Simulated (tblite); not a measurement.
Species: C₅H₈F₃NSi.
Z-matrix (Å and degrees, GFN2-xTB geometry), rows numbered from 1:
```
C 
N   1  1.2479
Si  2  1.7168  1  135.94
C   3  1.9234  2  101.97  1  -116.99
C   4  1.4805  3  111.80  2    48.94
C   5  1.3260  4  125.83  3  -107.86
C   5  1.5035  4  115.38  3    67.39
F   7  1.3543  5  111.70  4   -87.70
F   7  1.3423  5  113.57  4    31.53
F   7  1.3416  5  113.44  4   152.97
H   1  1.0877  2  119.06  3   177.80
H   1  1.0918  2  124.84  3    -2.23
H   3  1.4651  2  120.26  1     4.08
H   3  1.4593  2  103.67  1   130.11
H   4  1.0870  3  109.46  2   -71.86
H   4  1.0888  3  107.98  2   170.46
H   6  1.0748  5  120.75  4    -2.71
H   6  1.0760  5  122.16  4   177.70
```

Calculated harmonic vibrations of the isolated species, GFN2-xTB (tblite), most abundant isotopes, no scaling. This tight-binding method is rough: wavenumbers can miss measured ones by several per cent, in bad cases by 10 to 20. Modes of hydrogen on silicon can be 10 to 20 % off. One conformer, not necessarily the lowest.

Harmonic wavenumbers (cm⁻¹): 29.0, 38.9, 58.6, 78.9, 129.0, 192.1, 234.4, 245.3, 261.4, 339.1, 385.3, 445.7, 458.7, 499.2, 528.6, 540.1, 571.3, 604.6, 679.3, 704.0, 729.7, 743.5, 775.4, 793.6, 831.9, 896.1, 966.1, 1001.6, 1018.6, 1066.5, 1099.5, 1133.3, 1141.9, 1204.7, 1294.7, 1402.9, 1447.8, 1461.2, 1704.2, 1769.7, 2243.9, 2303.1, 2905.4, 2972.1, 3001.7, 3027.4, 3121.0, 3154.4.

A = 1683, B = 818.7, C = 787.0 MHz; mass 167.038 u (most abundant isotopes); point group C1, symmetry number 1.

Q: Zero-point energy?

A: Half the sum of the wavenumbers: 26118 cm⁻¹ = 74.67 kcal/mol.

Q: Entropy at 200 K, 1 bar (ideal gas, RRHO, classical rotation)?

A: Translation 39.29, rotation 28.88, vibration 26.77: S = 94.9 cal/(mol K).

Q: And Cp and H(200 K) − H(0)?

A: Cp = 33.66 cal/(mol K), of which vibrations give 25.71 (their classical limit is 48 R = 95.4); H(200 K) − H(0) = 4.28 kcal/mol without the zero-point energy, 2.69 from vibrations.

Q: Blend soft modes into free rotors: weight 1/[1 + (100 cm⁻¹/ν̃)⁴] for the oscillator and the rest for a rotor with moment μB/(μ + B), μ = h/(8π²ν), B = 10⁻⁴⁴ kg m². What vibrational entropy results?

A: 23.36 cal/(mol K) in place of 26.77, which changes −T·S at 200 K by +0.68 kcal/mol.

Q: What must be added to the electronic energy to get the Gibbs energy at 200 K and 1 bar?

A: ZPE + [H(200 K) − H(0)] − T·S = 74.67 + 4.28 − 18.99 = 59.96 kcal/mol.

Hindered rotation and anharmonicity are outside this model. Other conformers, if any are populated, would add a mixing term that is left out. The structure is chiral; the term R ln 2 for an equal mix with its mirror image is left out.

Time: 0.8 s. Hardware: one thread, Intel Xeon Platinum 8488C (x86_64), shared host with 96 logical CPUs at a one-minute load of 25. This covers the Hessian and the dipole derivatives.
